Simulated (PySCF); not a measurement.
C6, SMILES c1#cc#cc#c1.

The structure is a stationary point at r2SCAN-D4/def2-SVP. The geometry has at least one imaginary mode, so it is a saddle point at that level.

Two levels are set side by side: TDDFT-PBE/def2-SVPD (PySCF) and TDDFT-ωB97X/def2-SVPD (PySCF). Vertical, same geometry. The lowest singlet is HOMO→LUMO 100 % with PBE and HOMO−2→LUMO 97 % with the other functional; states are paired by order. Differences are taken from unrounded values.

```tsv
quantity	TDDFT-ωB97X	TDDFT-PBE	TDDFT-PBE minus TDDFT-ωB97X
lowest singlet excitation (eV)	3.33	2.54	-0.79
lowest triplet excitation (TDA) (eV)	1.86	1.35	-0.51
```

A lower first singlet is the usual sign of a functional without exact exchange. Differences between two approximate levels are no errors against the true value.

Rough cost on one machine, each run with all the roots and properties that it gave: TDDFT-ωB97X against TDDFT-PBE about 4 times.
